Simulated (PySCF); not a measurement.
## Two probes of the same atoms: core binding energy and nuclear shielding

Species: C6H8OSSi.
Z-matrix (Å and degrees, PBE0-D3(BJ)/def2-SVP geometry), rows numbered from 1:
```
Si
O   1  1.6777
C   2  1.3531  1  128.63
C   3  1.3975  2  117.97  1  -178.29
C   4  1.3895  3  120.53  2  -179.94
C   5  1.4005  4  120.72  3     0.01
S   6  1.7686  5  123.37  4   179.94
C   6  1.3987  5  118.61  4    -0.04
C   8  1.3919  6  120.73  5     0.02
H   1  1.4936  2  110.54  3    59.73
H   1  1.4935  2  110.70  3   -61.21
H   1  1.4851  2  105.07  3   179.27
H   4  1.0914  3  118.56  2     0.06
H   5  1.0928  4  119.13  3  -179.99
H   7  1.3484  6   96.60  5    -0.28
H   8  1.0928  6  119.98  5   179.99
H   9  1.0935  3  120.38  2    -0.01
```

Binding energies: delta-SCF UKS SCAN, pcX-2 on the ionised atom, pcseg-1 elsewhere, spin-free X2C (PySCF 2.14.0). Shieldings: GIAO PBE0/pcSseg-1, non-relativistic, same geometry.

```
atom  isotropic shielding (ppm)
  C3                       25.5
  C4                       58.8
  C5                       51.3
  C6                       51.2
```

Question: What are the C 1s binding energies of these atoms?

Answer: 
| atom | environment | C 1s (eV) | isotropic shielding (ppm) |
| --- | --- | --- | --- |
| C4 | aromatic CH carbon | 290.10 | 58.8 |
| C5 | aromatic CH carbon | 290.26 | 51.3 |
| C6 | substituted aromatic carbon | 290.81 | 51.2 |
| C3 | aromatic carbon bearing oxygen | 291.79 | 25.5 |

Question: Among the listed atoms, is the one with the highest binding energy also the least shielded?

Answer: Yes: C3 has both (291.79 eV, 25.5 ppm).

By binding energy: C4 < C5 < C6 < C3. By shielding: C3 < C6 ≈ C5 < C4.

Of atoms equivalent by bonding only the ionised one is listed; its partners' own values can differ in this conformer. One conformer (not necessarily the lowest) at the PBE0-D3(BJ)/def2-SVP geometry, without solvent, vibrations or thermal averaging.
